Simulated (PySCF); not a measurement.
In(F)2(SeH) (F2HInSe), SMILES [F][In]([F])[SeH]. Atoms are numbered in the order given.

```xyz
5

In     0.0037     0.6684     0.0000
F      1.6044     1.7921     0.0000
F     -1.6653     1.6922     0.0000
Se     0.0527    -1.8311     0.0000
H     -1.4256    -1.8540     0.0000
```
Charge 0, spin multiplicity 1.

Coordinates come from a B3LYP-D3(BJ)/def2-SVP optimisation. The structure was generated by enumeration; whether it is a known compound was not checked. The def2 effective core potentials stand for the cores of In; spin–orbit coupling is left out. One conformer was computed; it need not be the lowest.

Method: PBE/def2-TZVP in PySCF.

ESP charges are fitted to the potential on shells at 1.4 to 2.0 van der Waals radii. Atomic charges (e):

| atom | Mulliken | Löwdin | ESP fit |
|---|---|---|---|
| In1 | 0.95 | 0.22 | 0.80 |
| F2 | -0.42 | -0.22 | -0.35 |
| F3 | -0.42 | -0.22 | -0.38 |
| Se4 | -0.27 | 0.13 | -0.18 |
| H5 | 0.15 | 0.08 | 0.11 |
